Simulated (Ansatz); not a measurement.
C8H8O can be A, `c1ccc2c(c1)CCO2`, or B, `C=COc1ccccc1`.

Calculated with Ansatz (gas phase, PBE0-D4/def2-TZVP geometries, no zero-point term in ΔE). CBS: MP2 limit from def2 TZ/QZ plus the TZ coupled-cluster correction, frozen cores. DFT in def2-TZVPP. One conformer a species, not always the lowest.

(1) Which isomer does CCSD(T)/CBS put lower? Give the gap. (Estimate.)

(2) Give E(B) − E(A) in kcal/mol with CCSD(T)/def2-TZVPP, MP2/def2-TZVPP, PBE-D4, CCSD/def2-TZVPP, LDA (SPW92), ωB97M-V, BLYP-D4. (An estimate is asked.)

Largest T1 diagnostic: 0.012.

Answers

(1) Ansatz gave: A, by 18.4 kcal/mol.

(2) The calculation gave: CCSD(T)/def2-TZVPP 18.7, MP2/def2-TZVPP 21.1, PBE-D4 18.6, CCSD/def2-TZVPP 18.9, LDA (SPW92) 22.7, ωB97M-V 18.8, BLYP-D4 12.9. None reverses the order clearly.

Leaving LDA and LC-ωPBE aside and taking each functional with its dispersion term where it has one, the values, not all of them listed here, spread over 9.9 kcal/mol, from BLYP-D4 to PBE-QIDH. LDA lies +4.9 kcal/mol from PBE without D4. The D4 term adds +1.3 kcal/mol with B3LYP and +0.7 kcal/mol with PBE0; it sums over pairs of atoms, weighted by their polarisabilities, and B3LYP, whose exchange is more repulsive, gets the larger term.

B3LYP here is the variant with VWN-RPA as its local correlation; programs differ in this.
